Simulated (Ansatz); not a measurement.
`[CH3][SnH]([OH])[Cl]` → HCl + `[CH3][Sn][OH]`  (stannylene formation by 1,1-elimination)

Isolated molecules relaxed with PBE0-D4/def2-TZVP in Ansatz; ΔE leaves out vibrations. CCSD(T)/CBS is the MP2 limit (def2-TZVPP, def2-QZVPP) plus CCSD(T) − MP2 in def2-TZVPP, frozen cores. This one scheme is used for every species. DFT in def2-TZVPP. Elements past krypton have def2 core potentials. For Sn outer-core shells are correlated without core-valence functions, which leaves a few kJ/mol of doubt a bond. One conformer a species, not always the lowest.

`[CH3][SnH]([OH])[Cl]`:

```xyz
9

C     1.193   -0.056   -0.869
Sn   -0.330   -0.248    0.585
O    -1.290    1.457    0.545
Cl   -1.856   -1.876   -0.118
H     1.729   -0.999   -0.972
H     0.726    0.207   -1.817
H     1.884    0.731   -0.571
H     0.065   -0.662    2.192
H    -2.121    1.446    1.026
```

HCl:

Cartesian coordinates in Å:
```
Cl 0.164 0.308 -0.536
H -0.164 -0.308 0.536
```

`[CH3][Sn][OH]`:

```xyz
7

C     0.398   -0.745   -0.439
Sn   -1.426    0.462   -0.620
O    -0.989    1.659    0.902
H     1.277   -0.102   -0.556
H     0.451   -1.541   -1.184
H     0.444   -1.196    0.557
H    -0.156    1.462    1.339
```

```
       level  ΔE (kJ/mol)
  r2SCAN0-D4        134.6
HF/CBS(def2)        130.4
```

(1) What does CCSD(T)/CBS give? (Best estimate.)

Largest T1 diagnostic among the species: 0.016.

## Answers

(1) The calculation gave: +125.8 kJ/mol. The listed levels differ from it by 8.8, 4.6 kJ/mol.

From BLYP to BHLYP (50 % exact exchange), in def2-TZVPP and without D4, ΔE moves by +42.0 kJ/mol. In def2-TZVPP, CCSD(T) changes the Hartree–Fock value by −8.5 kJ/mol (the triples alone add +1.1 kJ/mol) and MP2 by −7.6 kJ/mol. The D4 term adds +9.5 kJ/mol with B3LYP and +5.4 kJ/mol with PBE0; it sums over pairs of atoms, weighted by their polarisabilities, and B3LYP, whose exchange is more repulsive, gets the larger term.

B3LYP here is the variant with VWN-RPA as its local correlation; programs differ in this.

CCSD(T)/CBS has its own doubt, a few kJ/mol and more with outer-core shells, so smaller differences from it don't rank the levels.
